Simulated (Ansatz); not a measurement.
The cluster Ge3O8H4⁺, relaxed as a doublet with UKS PBE-D4/def2-SVP in Ansatz, starting from the PBE-D4/def2-SVP geometry of the neutral singlet. Force threshold 0.03 eV/Å.

The structure holds 2 bonds between oxygen atoms, so isomers without such links may lie far lower. The structure comes from a short search, and lower isomers may exist.

Start:

Cartesian coordinates in Å:
```
Ge -2.238 -0.874 0.126
Ge 0.581 0.312 0.128
Ge -1.214 -0.555 -2.184
O 0.941 2.059 0.381
O 0.384 0.075 -1.642
O -2.455 0.372 -1.200
O 2.883 1.856 1.702
O 1.511 2.053 1.789
O -0.814 -0.323 1.083
O -1.553 -2.020 -1.132
O 2.024 -0.551 0.769
H -1.302 -0.638 -3.712
H 2.922 0.863 1.582
H 1.730 -1.333 1.279
H -3.401 -1.295 1.032
```

```
         step   energy (eV)  largest force component (eV/Å)  SCF passes
            1  -185911.9860                           1.625          51
            2  -185912.2770                           1.204          40
            3  -185912.4180                           1.019          36
            4  -185912.5874                           0.916          46
            5  -185912.6793                           0.568          47
            6  -185912.6960                           0.636          30
            7  -185912.7208                           0.233          25
            8  -185912.7245                           0.114          27
            9  -185912.7254                           0.176          25
           10  -185912.7278                           0.055          26
11 (rejected)  -185912.7277                           0.058          24
           12  -185912.7290                           0.027          25
           13  -185912.7301                           0.046          24
           14  -185912.7307                           0.033          26
           15  -185912.7311                           0.011          25
```

Force components are those of the run's own axes.

End:

```tsv
atom	x (Å)	y (Å)	z (Å)
Ge1	-2.286	-0.844	0.142
Ge2	0.569	0.037	0.098
Ge3	-1.245	-0.534	-2.199
O4	0.889	1.918	0.346
O5	0.483	-0.149	-1.637
O6	-2.217	0.529	-1.067
O7	2.528	1.726	1.991
O8	1.510	2.427	1.468
O9	-0.740	-0.523	1.123
O10	-1.720	-1.971	-1.177
O11	2.179	-0.392	0.834
H12	-1.320	-0.502	-3.725
H13	2.523	0.711	1.524
H14	2.301	-1.298	1.194
H15	-3.454	-1.136	1.082
```

By distances, no bond broke or formed. The bond that changes most is O4–O8, from 1.52 to 1.38 Å (atoms count from 1). A close non-bonded pair moves further: O11–H13, from 1.86 to 1.35 Å.

The force fell under the threshold at step 12, but the optimiser went on and released 0.002 eV more. No frequencies were taken in this run, so the end may be a saddle point.

It took 3.6 min on 4 threads of Intel Xeon on a shared host.
